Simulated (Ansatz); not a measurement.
The same substitution along the group B, Al, Ga.

Program: Ansatz. Geometries: PBE0-D4/def2-TZVP. ΔE: electronic, gas phase. CCSD(T)/CBS adds triple-zeta CCSD(T) − MP2 to the extrapolated MP2 energy (def2 sets, frozen cores). This one scheme is used for every species. For Ga outer-core shells are correlated without core-valence functions, which leaves a few kJ/mol of doubt a bond. Scalar relativity is left out up to krypton. Each species was taken in one conformer, which may not be the lowest.

```tsv
reaction	CCSD(T)/CBS(def2) (eV)
`BCOC` + H–F → `COCF` + BH₃	?
`CO[CH2][AlH2]` + H–F → `COCF` + `[AlH3]`	0.33
`CO[CH2][GaH2]` + H–F → `COCF` + `[GaH3]`	0.28
```

Q: Fill in the missing values. (Estimate.)

A: Computed: `BCOC` + H–F → `COCF` + BH₃: +0.58 eV.

Largest T1 diagnostic: 0.013, for `[GaH3]`.
